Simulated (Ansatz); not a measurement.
GeH3N (SMILES [NH2][GeH]) moved off its minimum; all values from Ansatz (a program for electronic structure), cores frozen in correlated methods.
(charge 0, multiplicity 1)
```xyz
5

Ge    -0.05188     0.17270     0.27892
H     -0.65300     1.49375    -0.79946
N      0.46616    -0.91800    -0.93174
H      0.79900    -1.02710    -1.97662
H      0.70648    -1.88664    -0.90914
```

Forces at MP2/aug-cc-pVTZ (eV/Å):

```
atom      Fx      Fy      Fz
----  ------  ------  ------
Ge1   -1.916   3.365   1.468
H2     0.897  -1.326   0.968
N3     2.514  -3.301  -6.633
H4    -1.466   2.351   1.797
H5    -0.029  -1.089   2.399
```

**Question.** Give the forces (eV/Å), the total energy and the dipole at CCSD(T)/aug-cc-pVTZ.

**Answer.** 
```csv
atom,Fx,Fy,Fz
Ge1,-1.864,3.283,1.605
H2,0.825,-1.188,0.865
N3,2.522,-3.372,-6.614
H4,-1.439,2.380,1.724
H5,-0.043,-1.104,2.419
```
Energy -2131.9351 hartree, dipole 2.40 D.
